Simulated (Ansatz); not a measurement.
Consider the ligand exchange at the Si–N bond: `[SiH3]N1CSC1` + `BN[SiH3]` → `BN([SiH3])[SiH3]` + `C1NCS1`.

Calculated with Ansatz (gas phase, PBE0-D4/def2-TZVP geometries, no zero-point term in ΔE). CCSD(T)/CBS is the MP2 limit (def2-TZVPP, def2-QZVPP) plus CCSD(T) − MP2 in def2-TZVPP, frozen cores. DFT in def2-TZVPP. B3LYP here is the variant with VWN-RPA as its local correlation; programs differ in this.

`[SiH3]N1CSC1`:

Z-matrix (Å, degrees):
```
Si
N 1 1.719
H 1 1.494 2 114.4
H 1 1.486 2 107.6 3 120.0
H 1 1.486 2 107.6 3 -120.0
C 2 1.453 1 128.0 3 -77.4
C 2 1.453 1 127.9 3 77.4
S 6 1.829 2 91.8 1 166.0
H 6 1.094 2 114.2 1 -77.3
H 6 1.096 2 115.1 1 50.4
H 7 1.096 2 115.1 1 -50.4
H 7 1.094 2 114.2 1 77.3
```

`BN[SiH3]`:

```xyz
9

B     0.994    1.061   -0.561
N     0.481   -0.227   -0.381
Si   -0.918   -0.670    0.564
H     0.447    1.983   -0.028
H     1.967    1.220   -1.242
H     0.970   -0.979   -0.848
H    -1.935   -1.334   -0.293
H    -1.471    0.571    1.152
H    -0.536   -1.625    1.638
```

`BN([SiH3])[SiH3]`:

Cartesian coordinates in Å:
```
B 0.019 -1.340 0.991
N -0.020 -0.198 0.168
Si -1.226 1.057 0.361
Si 1.204 -0.068 -1.085
H -0.787 -1.490 1.864
H 0.875 -2.164 0.804
H -2.007 1.204 -0.896
H -2.122 0.684 1.480
H -0.562 2.356 0.644
H 1.103 -1.206 -2.031
H 2.560 -0.040 -0.485
H 0.962 1.204 -1.816
```

`C1NCS1`:

Cartesian coordinates in Å:
```
C -0.835 -0.716 -0.204
N 0.270 -0.363 0.682
C 0.610 0.933 0.101
S -0.978 1.005 -0.802
H -1.726 -1.077 0.314
H -0.576 -1.408 -1.015
H 1.032 -1.029 0.674
H 0.736 1.732 0.834
H 1.467 0.924 -0.584
```

| species | B3LYP-D4 energy (Eh) |
| --- | --- |
| `[SiH3]N1CSC1` | -822.96331 |
| `BN[SiH3]` | -372.83120 |
| `BN([SiH3])[SiH3]` | -663.57673 |
| `C1NCS1` | -532.21373 |

**Question.** Work out ΔE.

**Answer.** ΔE = (-663.57673) + (-532.21373) − (-822.96331) − (-372.83120) = 0.00405 Eh = +10.6 kJ/mol. CCSD(T)/CBS gives +3.8 kJ/mol.

Largest T1 diagnostic among the species: 0.013.
